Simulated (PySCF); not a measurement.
O₂Si₂, SMILES o1[si]2o[si]1=2. Heavy atoms are numbered as in [si:1]12[o:3][si:2]=1[o:4]2.

Geometry optimised at B3LYP-D3(BJ)/def2-SVP.

The numbers are results of M06-2X/def2-TZVPD (PySCF), not measurements.

ESP charges are fitted to the potential on shells at 1.4 to 2.0 van der Waals radii. Atomic charges (e), one atom of each kind:

```csv
atom,ESP fit,meta-Löwdin
Si1,…,0.81
O3,…,-0.81
```

What belongs in the gaps? (The exact figures need the calculation; the answer reports its results.)


- Si1, ESP fit: 0.31
- O3, ESP fit: -0.31
